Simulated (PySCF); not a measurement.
Computed shifts of a molecule ClH6NOSi2, PBE/pcSseg-1 (PySCF), GIAO, gas phase, atoms alike by connectivity averaged where their shifts nearly agree, in ppm (number of nuclei): ²⁹Si: -20.5 (1), -58.5 (1). ¹⁵N: 39.3 (1). ¹H: 5.58 (1), 5.05 (3), 2.56 (1), 0.78 (1). References: ¹⁷O against H2O (σ = 334.3 ppm); ²⁹Si against TMS (σ = 335.4 ppm); ³⁵Cl against HCl (σ = 936.5 ppm); ¹⁵N against NH3 (σ = 267.0 ppm); ¹H against TMS (σ = 31.49 ppm), references at their B3LYP-D3(BJ)/def2-TZVP geometries, non-relativistic (without spin–orbit terms, shifts of atoms bonded to Cl or Br come out too high). The structure is a stationary point at r2SCAN-D4/def2-SVP. Other conformers were not sampled.

Which structure fits?
(A) N[Si@@H](O)[SiH2]Cl
(B) N[SiH2]O[SiH2]Cl
(C) N[SiH2][Si@H](O)Cl
(D) O[Si@H](Cl)N[SiH3]

D, O[Si@H](Cl)N[SiH3]
